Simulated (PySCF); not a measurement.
C4H9Cl, charge -1, doublet, at the geometry of the source list (a state made from the parent by changing its charge; the spin is typed, not shown lowest); PySCF with B3LYP/3-21G.

Here is a job for PySCF.
```python
from pyscf import gto, scf, dft

mol = gto.Mole()
mol.atom = '''
    C    -0.298700    1.426100   -0.009000
    C     0.031300   -0.019500    0.334200
    C     1.359800   -0.446300   -0.273500
    C    -1.094500   -0.959000   -0.073700
    Cl    0.199500   -0.124400    2.131600
    H    -0.408100    1.530000   -1.086400
    H    -1.227600    1.729700    0.466900
    H     0.494400    2.089500    0.326700
    H     2.161000    0.207800    0.060900
    H     1.602700   -1.465700    0.015500
    H     1.298100   -0.396300   -1.358500
    H    -1.226800   -0.923800   -1.152900
    H    -2.027400   -0.667200    0.401900
    H    -0.863800   -1.980900    0.216300
'''
mol.basis = '3-21g'
mol.charge = -1
mol.spin = 1
mol.verbose = 4
mol.build()

mf = dft.UKS(mol)
mf.xc = 'b3lyp'
mf.DIIS = scf.EDIIS
mf.kernel()
```

Q: Write the output that PySCF gives for this input, abridged.

A: 
```
PySCF version 2.14.0

[INPUT] verbose = 4
[INPUT] num. atoms = 14
[INPUT] num. electrons = 51
[INPUT] charge = -1
[INPUT] spin (= nelec alpha-beta = 2S) = 1
[INPUT] symmetry False subgroup None
[INPUT] Mole.unit = angstrom
[INPUT] Symbol           X                Y                Z      unit          X                Y                Z       unit  Magmom
[...]
nuclear repulsion = 242.347989540722
number of shells = 45
number of NR pGTOs = 114
number of NR cGTOs = 67
basis = 3-21g
ecp = {}

******** <class 'pyscf.dft.uks.UKS'> ********
method = UKS
initial guess = minao
damping factor = 0
level_shift factor = 0
DIIS = <class 'pyscf.scf.diis.EDIIS'>
diis_start_cycle = 1
diis_space = 8
diis_damp = 0
SCF conv_tol = 1e-09
SCF conv_tol_grad = None
SCF max_cycles = 50
direct_scf = True
direct_scf_tol = 1e-13
number electrons alpha = 26  beta = 25
XC library pyscf.dft.libxc version 7.1.2
    S. Lehtola, C. Steigemann, M. J. T. Oliveira, and M. A. L. Marques,  SoftwareX 7, 1–5 (2018)
XC functionals = b3lyp
    P. J. Stephens, F. J. Devlin, C. F. Chabalowski, and M. J. Frisch,  J. Phys. Chem. 98, 11623 (1994)
radial grids:
    Treutler-Ahlrichs [JCP 102, 346 (1995); DOI:10.1063/1.469408] (M4) radial grids

becke partition: Becke, JCP 88, 2547 (1988); DOI:10.1063/1.454033
pruning grids: <function nwchem_prune>
grids dens level: 3
symmetrized grids: False
atomic radii adjust function: <function treutler_atomic_radii_adjust>
small_rho_cutoff = 0
Set gradient conv threshold to 3.16228e-05
tot grids = 163624
init E= -614.89591921528

cycle= 1 E= -614.776735120064  delta_E= 0.119  |g|= 0.41  |ddm|= 4.01
cycle= 2 E= -614.698372474104  delta_E= 0.0784  |g|= 0.549  |ddm|= 5.55
cycle= 3 E= -614.870431807501  delta_E= -0.172  |g|= 0.136  |ddm|= 4.67
cycle= 4 E= -614.870431807699  delta_E= -1.98e-10  |g|= 0.136  |ddm|= 6.32e-09
cycle= 5 E= -614.870431803147  delta_E= 4.55e-09  |g|= 0.136  |ddm|= 1.51e-07
cycle= 6 E= -614.870431809341  delta_E= -6.19e-09  |g|= 0.136  |ddm|= 2.06e-07
cycle= 7 E= -614.870431803847  delta_E= 5.49e-09  |g|= 0.136  |ddm|= 1.82e-07
cycle= 8 E= -614.87043180702  delta_E= -3.17e-09  |g|= 0.136  |ddm|= 1.05e-07
cycle= 9 E= -614.870431807852  delta_E= -8.32e-10  |g|= 0.136  |ddm|= 2.75e-08
cycle= 10 E= -614.861399022202  delta_E= 0.00903  |g|= 0.184  |ddm|= 0.162
cycle= 11 E= -614.857339848502  delta_E= 0.00406  |g|= 0.199  |ddm|=  1.7
cycle= 12 E= -614.879250689421  delta_E= -0.0219  |g|= 0.0447  |ddm|= 1.36
[...]
cycle= 22 E= -614.880249867215  delta_E= 2.67e-11  |g|= 0.00272  |ddm|= 1.18e-07
cycle= 23 E= -614.880249867212  delta_E= 2.16e-12  |g|= 0.00272  |ddm|= 2.9e-08
cycle= 24 E= -614.880249867233  delta_E= -2.07e-11  |g|= 0.00272  |ddm|= 1.76e-07
cycle= 25 E= -614.880249867173  delta_E= 6.06e-11  |g|= 0.00272  |ddm|= 7.37e-08
cycle= 26 E= -614.880249867275  delta_E= -1.03e-10  |g|= 0.00272  |ddm|= 2.74e-07
cycle= 27 E= -614.879553600629  delta_E= 0.000696  |g|= 0.0381  |ddm|= 0.0752
cycle= 28 E= -614.87943276245  delta_E= 0.000121  |g|= 0.0389  |ddm|= 0.118
cycle= 29 E= -614.87999377157  delta_E= -0.000561  |g|= 0.0224  |ddm|= 0.234
cycle= 30 E= -614.88023262867  delta_E= -0.000239  |g|= 0.00719  |ddm|= 0.0761
cycle= 31 E= -614.880232628513  delta_E= 1.57e-10  |g|= 0.00719  |ddm|= 1.13e-07
cycle= 32 E= -614.880232628482  delta_E= 3.16e-11  |g|= 0.00719  |ddm|= 1.69e-08
cycle= 33 E= -614.880232628753  delta_E= -2.72e-10  |g|= 0.00719  |ddm|= 1.47e-07
cycle= 34 E= -614.880232628477  delta_E= 2.77e-10  |g|= 0.00719  |ddm|= 1.48e-07
cycle= 35 E= -614.880232628914  delta_E= -4.38e-10  |g|= 0.00719  |ddm|= 2.36e-07
cycle= 36 E= -614.880178836234  delta_E= 5.38e-05  |g|= 0.0126  |ddm|= 0.0238
cycle= 37 E= -614.880112167583  delta_E= 6.67e-05  |g|= 0.0166  |ddm|= 0.0882
cycle= 38 E= -614.880250508606  delta_E= -0.000138  |g|= 0.00469  |ddm|= 0.0801
cycle= 39 E= -614.880250508692  delta_E= -8.62e-11  |g|= 0.00469  |ddm|= 7.8e-08
cycle= 40 E= -614.88025050871  delta_E= -1.88e-11  |g|= 0.00469  |ddm|= 3.49e-08
cycle= 41 E= -614.880250509038  delta_E= -3.28e-10  |g|= 0.00469  |ddm|= 2.35e-07
cycle= 42 E= -614.880250509324  delta_E= -2.86e-10  |g|= 0.00469  |ddm|= 3.59e-07
cycle= 43 E= -614.880250508544  delta_E= 7.79e-10  |g|= 0.00469  |ddm|= 6.08e-07
cycle= 44 E= -614.88023788929  delta_E= 1.26e-05  |g|= 0.00686  |ddm|= 0.00636
cycle= 45 E= -614.880244611131  delta_E= -6.72e-06  |g|= 0.00572  |ddm|= 0.0184
cycle= 46 E= -614.88023390904  delta_E= 1.07e-05  |g|= 0.00728  |ddm|= 0.046
cycle= 47 E= -614.88026185245  delta_E= -2.79e-05  |g|= 0.00103  |ddm|= 0.03
cycle= 48 E= -614.880261747822  delta_E= 1.05e-07  |g|= 0.00113  |ddm|= 0.000112
cycle= 49 E= -614.880261852237  delta_E= -1.04e-07  |g|= 0.00103  |ddm|= 0.000112
cycle= 50 E= -614.880261838782  delta_E= 1.35e-08  |g|= 0.00105  |ddm|= 1.76e-05
SCF not converged.
SCF energy = -614.880261838782 after 50 cycles  <S^2> = 0.75152243  2S+1 = 2.0015219
```

Convergence was not reached.
